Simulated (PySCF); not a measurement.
## Fe(22+): ionisation energy

Fe(22+) [He] 2s2 (1S) → Fe(23+) [He] 2s1 (2S), as a difference of total energies. Calculation: PySCF 2.14, in an even-tempered Gaussian basis (19 s from 5.5 bohr⁻², ratio 2.2; 8 p from 8.6 bohr⁻², ratio 2.4; 6 d from 26 bohr⁻², ratio 2.4; 5 f from 39 bohr⁻², ratio 2.4; 4 g from 58 bohr⁻², ratio 2.4); the spin-free X2C one-electron Hamiltonian (Gaussian nucleus). Correlated levels: nothing frozen; virtual orbitals above 40 to 60 times the deepest correlated orbital energy dropped. The calculations carry no spin-orbit coupling.

```json
{"method": "UHF", "ionisation energy (eV)": "1944.3"}
{"method": "LDA", "ionisation energy (eV)": "1943.8"}
{"method": "PBE", "ionisation energy (eV)": "1947.6"}
{"method": "PBE0", "ionisation energy (eV)": "1947.1"}
{"method": "r2SCAN", "ionisation energy (eV)": "1944.2"}
{"method": "r2SCANh", "ionisation energy (eV)": "1944.4"}
{"method": "B3LYP", "ionisation energy (eV)": "1946.9"}
{"method": "MP2 (all electrons)", "ionisation energy (eV)": "1948.9"}
{"method": "SCS-MP2 (all electrons)", "ionisation energy (eV)": "1949.7"}
```

How much does correlation contribute at MP2 (all electrons)?

1948.9 − (1944.3) = 4.6 eV, measured against UHF.

For comparison: 1950.4 ± 1.8 eV (semi-empirical (NIST evaluation); NIST Atomic Spectra Database, ionization energies).
